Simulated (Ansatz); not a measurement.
Consider the substitution at a C–Ga bond: `C=[CH][Ga]([F])[Br]` + `[NH2][GeH3]` → `C=C[NH][GeH3]` + `[F][GaH][Br]`.

Isolated molecules relaxed with PBE0-D4/def2-TZVP in Ansatz; ΔE leaves out vibrations. CCSD(T)/CBS is the MP2 limit (def2-TZVPP, def2-QZVPP) plus CCSD(T) − MP2 in def2-TZVPP, frozen cores. Functionals use def2-TZVPP. For Br, Ga, Ge outer-core shells are correlated without core-valence functions, which leaves a few kJ/mol of doubt a bond. Scalar relativity is left out up to krypton. One conformer a species, not always the lowest.

CCSD(T)/CBS gives +10.9 kcal/mol.

Another level gave +7.8 kcal/mol. Which?
A. PBE-D4/def2-TZVPP
B. ωB97X-V/def2-TZVPP
C. SCS-MP2/def2-TZVPP
D. LDA (SPW92)/def2-TZVPP

B. ωB97X-V 7.8, SCS-MP2/def2-TZVPP 10.3, PBE-D4 6.5, LDA (SPW92) 3.2 kcal/mol.

Largest T1 diagnostic among the species: 0.012.

In def2-TZVPP, CCSD(T) changes the Hartree–Fock value by +1.6 kcal/mol (the triples alone add +0.0 kcal/mol) and MP2 by +1.7 kcal/mol. Leaving LDA and LC-ωPBE aside and taking each functional with its dispersion term where it has one, the values, not all of them listed here, spread over 2.7 kcal/mol, from B97M-V to B2PLYP. LDA lies −3.4 kcal/mol from PBE without D4.

CCSD(T)/CBS has its own doubt, a few kJ/mol and more with outer-core shells, so smaller differences from it don't rank the levels.
